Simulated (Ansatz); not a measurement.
Isolated molecules relaxed with PBE0-D4/def2-TZVP in Ansatz; ΔE leaves out vibrations. CBS: MP2 limit from def2 TZ/QZ plus the TZ coupled-cluster correction, frozen cores. Functionals use def2-TZVPP. B3LYP here is the variant with VWN-RPA as its local correlation; programs differ in this. Each species was taken in one conformer, which may not be the lowest.

Consider the redistribution: `[OH][Al]([SH])[Cl]` + `CN[SiH](C)S` → `[CH3][Al]([OH])[SH]` + `CN[SiH](S)Cl`.

**Question.** Is it downhill or uphill in electronic energy at CCSD(T)/CBS, and by how much? (An estimate is asked.)

**Answer.** Computed: Uphill: ΔE = +11.3 kcal/mol.

**Question.** What do these levels give: r2SCAN-D4, B3LYP-D4, B2PLYP, PBE0, B3LYP, HF/def2-TZVPP, MP2/def2-TZVPP, CCSD/def2-TZVPP, CCSD(T)/def2-TZVPP, MP2/def2-QZVPP, HF/CBS(def2), MP2/CBS(def2)? (Best estimate.)

**Answer.** The calculation gave: r2SCAN-D4 11.2, B3LYP-D4 10.8, B2PLYP 11.2, PBE0 10.8, B3LYP 10.9, HF/def2-TZVPP 13.5, MP2/def2-TZVPP 11.5, CCSD/def2-TZVPP 12.2, CCSD(T)/def2-TZVPP 11.8, MP2/def2-QZVPP 11.2, HF/CBS(def2) 13.4, MP2/CBS(def2) 11.1 kcal/mol.

Largest T1 diagnostic among the species: 0.011.

From PBE to PBE0 (25 % exact exchange), in def2-TZVPP and without D4, ΔE moves by +1.0 kcal/mol. In def2-TZVPP, CCSD(T) changes the Hartree–Fock value by −1.7 kcal/mol (the triples alone add −0.4 kcal/mol) and MP2 by −2.0 kcal/mol.
